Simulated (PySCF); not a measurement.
SMILES [OH][Pb][OH] (H2O2Pb) (B3LYP/def2-SVP optimised geometry):

```
5

Pb    -1.268    -0.774     0.000
O     -1.273     1.334     0.000
H     -0.354     1.650     0.003
O      0.861    -0.774     0.000
H      1.273    -1.650    -0.001
```

Calculation: B3LYP/def2-TZVP, def2 effective core potentials past Kr in PySCF 2.14.0.

Problem. What are the frontier orbital energies and the dipole moment?

Solution. HOMO-2 -8.17 eV, HOMO-1 -7.59 eV, HOMO -7.45 eV, LUMO -2.39 eV, LUMO+1 -0.84 eV; dipole moment 3.75 D.

On the same geometry PBE/def2-TZVP, def2 effective core potentials past Kr (PySCF) gives HOMO-2 -6.88 eV, HOMO-1 -6.37 eV, HOMO -6.30 eV, LUMO -2.73 eV, LUMO+1 -1.22 eV; dipole moment 3.41 D.
